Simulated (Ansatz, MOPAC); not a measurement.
Species: BH$_{4}$S$_{3}$, charge 1, multiplicity 1. SMILES: SB([SH2+])S

Atoms: S1, B2, S3, S4, H5, H6, H7, H8. Bonds: S1-B2, S1-H5, B2-S3, B2-S4, S3-H6, S4-H7, S4-H8.

Bond lengths (Å) and angles (degrees) optimised at MNDO with MOPAC; HF/6-31G* with Ansatz (a first-principles code); B3LYP/6-31G* with Ansatz, each started from the B3LYP-D3(BJ)/def2-TZVP structure (Ansatz) of the last column. A row stands for all coordinates that are equal there. 6-31G* holds six Cartesian d functions. No wavenumbers were computed at MNDO, so these may be saddle points.

| coordinate | MNDO | HF/6-31G* | B3LYP/6-31G* | B3LYP-D3(BJ)/def2-TZVP |
|---|---|---|---|---|
| S1-B2 | 1.679 | 1.778 | 1.780 | 1.769 |
| S1-H5 | 1.307 | 1.326 | 1.351 | 1.346 |
| B2-S4 | 1.813 | 1.959 | 1.971 | 1.956 |
| S4-H7 | 1.320 | 1.329 | 1.354 | 1.352 |
| S1-B2-S3 | 134.2 | 135.5 | 136.6 | 136.9 |
| S1-B2-S4 | 112.8 | 112.2 | 111.6 | 111.5 |
| B2-S1-H5 | 104.6 | 98.6 | 97.4 | 97.1 |
| B2-S4-H7 | 103.8 | 101.4 | 100.0 | 99.3 |
| H7-S4-H8 | 98.4 | 97.0 | 95.0 | 94.4 |

Mean signed difference of all 7 bond lengths from B3LYP-D3(BJ)/def2-TZVP: MNDO -0.066 Å, HF/6-31G* -0.009 Å, B3LYP/6-31G* 0.008 Å.
